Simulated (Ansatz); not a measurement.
Computed with Ansatz on PBE0-D4/def2-TZVP structures; ΔE is electronic, products minus reactants. CCSD(T)/CBS adds triple-zeta CCSD(T) − MP2 to the extrapolated MP2 energy (def2 sets, frozen cores). This one scheme is used for every species. For Mg outer-core shells are correlated without core-valence functions, which leaves a few kJ/mol of doubt a bond. One conformer a species, not always the lowest.

Consider the redistribution: `FB(F)S` + `C[CH2][Mg][O]C` → `CCB(F)S` + `C[O][Mg][F]`.

`FB(F)S`:

Z-matrix (Å, degrees):
```
B
F 1 1.318
S 1 1.800 2 119.2
F 1 1.319 2 118.3 3 -180.0
H 3 1.342 1 94.6 2 -180.0
```

`C[CH2][Mg][O]C`:

Cartesian coordinates in Å:
```
C 1.710 0.650 -2.008
C 1.786 -0.062 -0.656
Mg 0.001 -0.217 0.421
O -1.505 -0.352 1.338
C -2.678 -0.455 2.049
H 1.364 1.684 -1.909
H 1.021 0.153 -2.697
H 2.683 0.693 -2.512
H 2.180 -1.077 -0.794
H 2.519 0.441 -0.013
H -2.537 -1.000 2.994
H -3.090 0.532 2.305
H -3.454 -0.991 1.483
```

`CCB(F)S`:

```xyz
11

C     0.191    0.287    1.514
C    -0.311    0.635    0.112
B     0.149   -0.375   -0.988
F     1.411   -0.803   -1.009
S    -0.991   -0.969   -2.256
H    -0.088    1.056    2.237
H     1.278    0.188    1.531
H    -0.230   -0.660    1.862
H     0.091    1.614   -0.184
H    -1.399    0.750    0.106
H    -0.100   -1.723   -2.923
```

`C[O][Mg][F]`:

```xyz
7

C     0.843   -0.630    0.504
O    -0.151    0.115   -0.092
Mg   -1.416    1.060   -0.848
F    -2.681    2.005   -1.605
H     0.952   -1.615    0.028
H     1.819   -0.129    0.442
H     0.635   -0.806    1.569
```

```csv
species,CCSD(T)/CBS(def2) energy (Eh)
`FB(F)S`,-622.90532
`C[CH2][Mg][O]C`,-394.06216
`CCB(F)S`,-602.17930
`C[O][Mg][F]`,-414.81589
```

**Question.** Work out ΔE.

**Answer.** ΔE = (-602.17930) + (-414.81589) − (-622.90532) − (-394.06216) = -0.02771 Eh = -72.8 kJ/mol.

Largest T1 diagnostic among the species: 0.013.

The D4 term adds −4.4 kJ/mol with B3LYP and −2.5 kJ/mol with PBE0; it sums over pairs of atoms, weighted by their polarisabilities, and B3LYP, whose exchange is more repulsive, gets the larger term. Leaving LDA and LC-ωPBE aside and taking each functional with its dispersion term where it has one, the values, not all of them listed here, spread over 9.0 kJ/mol, from ωB97X-V to B97M-V. LDA lies +5.8 kJ/mol from PBE without D4. From BLYP to BHLYP (50 % exact exchange), in def2-TZVPP and without D4, ΔE moves by −4.9 kJ/mol.

B3LYP here is the variant with VWN-RPA as its local correlation; programs differ in this.
